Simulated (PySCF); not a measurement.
Scan of CH3 (anion, charge -1), singlet: umbrella (inversion) coordinate, bond length relaxed. Scanned: angle between the C-H bonds and the threefold axis (90 = planar). Other coordinates (C-H bond length) were minimised at PBE0/def2-TZVP.

RKS-B3LYP/6-31G* = restricted B3LYP/6-31G*, spherical d in PySCF; CCSD(T) on RHF/aug-cc-pVDZ, 1 core orbital frozen (PySCF).

Energies relative to the lowest point of each profile, in kJ/mol:

```
a / °  RKS-B3LYP/6-31G*
-----  ----------------
90                 46.9
93                 45.7
96                 42.4
105                22.6
108                14.8
111                 7.7
114                 2.5
117                 0.0
123                 7.2
126                18.7
129                36.6
132                61.7
```

Task: Predict the corresponding CCSD(T) column.

Result: 90: 13.6; 93: 13.1; 96: 11.5; 105: 3.2; 108: 1.0; 111: 0.0; 114: 1.0; 117: 4.6; 123: 22.1; 126: 37.1; 129: 57.0; 132: 82.3 (kJ/mol).
